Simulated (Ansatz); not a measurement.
`C[SiH](S)Cl` and `C[SiH](Cl)Br` differ in one atom or group.

Ansatz, PBE0-D4/def2-TZVP geometries, multiplicity 1. Each molecule was computed in one conformer, which needn't be the lowest.

Scalar relativity is left out up to krypton.

```json
{"property": "HOMO energy (ωB97M-V/def2-TZVPP) / eV", "`C[SiH](S)Cl`": "-9.90"}
{"property": "HOMO–LUMO gap (B3LYP/def2-TZVPP) / eV", "`C[SiH](S)Cl`": "7.41"}
{"property": "HOMO–LUMO gap (ωB97M-V/def2-TZVPP) / eV", "`C[SiH](S)Cl`": "11.99"}
{"property": "LUMO energy (PBE/def2-TZVPP) / eV", "`C[SiH](S)Cl`": "-0.71"}
{"property": "LUMO energy (PBE0/def2-TZVPP) / eV", "`C[SiH](S)Cl`": "0.24"}
{"property": "HOMO–LUMO gap (PBE/def2-TZVPP) / eV", "`C[SiH](S)Cl`": "5.75"}
```

Problem. What does the change do to each property? (Estimate.)

Solution. The calculation gave: 
| property | `C[SiH](Cl)Br` | shift |
| --- | --- | --- |
| HOMO energy (ωB97M-V/def2-TZVPP) / eV | -10.70 | -0.80 |
| HOMO–LUMO gap (B3LYP/def2-TZVPP) / eV | 8.12 | 0.71 |
| HOMO–LUMO gap (ωB97M-V/def2-TZVPP) / eV | 12.74 | 0.75 |
| LUMO energy (PBE/def2-TZVPP) / eV | -0.83 | -0.12 |
| LUMO energy (PBE0/def2-TZVPP) / eV | 0.11 | -0.13 |
| HOMO–LUMO gap (PBE/def2-TZVPP) / eV | 6.38 | 0.63 |

With PBE0 the HOMO falls by 0.78 eV and the LUMO falls by 0.13 eV, so the gap widens by about 0.65 eV. PBE moves the HOMO by -0.74 eV and ωB97M-V by -0.80 eV. The zero-point energy changes by -22.3 kJ/mol with -3 modes.

B3LYP here is the variant with VWN-RPA as its local correlation; programs differ in this.

Spin–orbit coupling is left out; it splits and shifts lone-pair levels of the heavy atoms by tenths of an eV.
